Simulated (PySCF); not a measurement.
B(Cl)(NHMe)(OMe) (C2H7BClNO), SMILES CNB(Cl)OC.

Geometry optimised at B3LYP-D3(BJ)/def2-SVP. Other conformers were not sampled.

All values below come from TDDFT-PBE/def2-SVPD run with PySCF 2.14.0.

Vertical excitations. Isolated molecule, no solvent. State labels are in the subgroup Cs.

**Question.** Estimate the UV-visible absorptions. (An estimate is asked for; the answer gives what the named calculation found.)

**Answer.** 
```csv
state,symmetry,energy (eV),λ (nm),f,main pairs
S1,A",5.69,218,0.002,HOMO→LUMO 100 %
S2,A",6.51,190,0.010,HOMO→LUMO+2 100 %
S3,A",6.63,187,0.013,HOMO−1→LUMO 100 %
S4,A",6.76,183,0.002,HOMO→LUMO+3 100 %
S5,A',6.80,182,0.009,HOMO−2→LUMO 98 %
S6,A',7.22,172,0.143,"HOMO→LUMO+1 72 %, HOMO−3→LUMO 14 %"
S7,A',7.31,169,0.039,HOMO−3→LUMO 84 %
S8,A",7.35,169,0.007,HOMO→LUMO+4 99 %
S9,A",7.48,166,0.001,HOMO−1→LUMO+2 99 %
S10,A",7.56,164,0.000,HOMO→LUMO+5 99 %
T1,A",5.57,223,0,HOMO→LUMO 100 %
T2,A',6.00,207,0,HOMO→LUMO+1 99 %
T3,A",6.44,192,0,HOMO→LUMO+2 98 %
T4,A",6.58,189,0,HOMO−1→LUMO 98 %
```
Triplets are in the Tamm–Dancoff approximation, which puts them higher than full response would, so one can lie above its singlet here.
